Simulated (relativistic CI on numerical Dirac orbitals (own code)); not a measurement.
## Sc²⁺ (3d) in a crystal field

Calculated by Dirac-Coulomb-Breit CI, orbitals from a KLI potential per configuration, a model potential for QED, valence Slater integrals scaled by 0.75, one configuration in a parametric crystal field (own radial code).

Field parameters in Wybourne normalisation: D3d B²₀ = −7Dσ, B⁴₀ = −14Dq − 21Dτ, B⁴₃ = −14√(10/7) Dq. The field is a parameter set, without covalency.

S is read from ⟨S²⟩ = S(S + 1).

Levels (cm⁻¹, degeneracy): 0 (2), 61 (2), 3398 (2), 9863 (2), 9867 (2).

Which field gives this pattern?
A. D3d, 10Dq = 8900, Dσ = 390, Dτ = -490 cm⁻¹
B. D3d, 10Dq = 9950, Dσ = -410, Dτ = -320 cm⁻¹
C. D3d, 10Dq = 14550, Dσ = 930, Dτ = 140 cm⁻¹

B. D3d, 10Dq = 9950, Dσ = -410, Dτ = -320 cm⁻¹, ground level with S = 0.50.
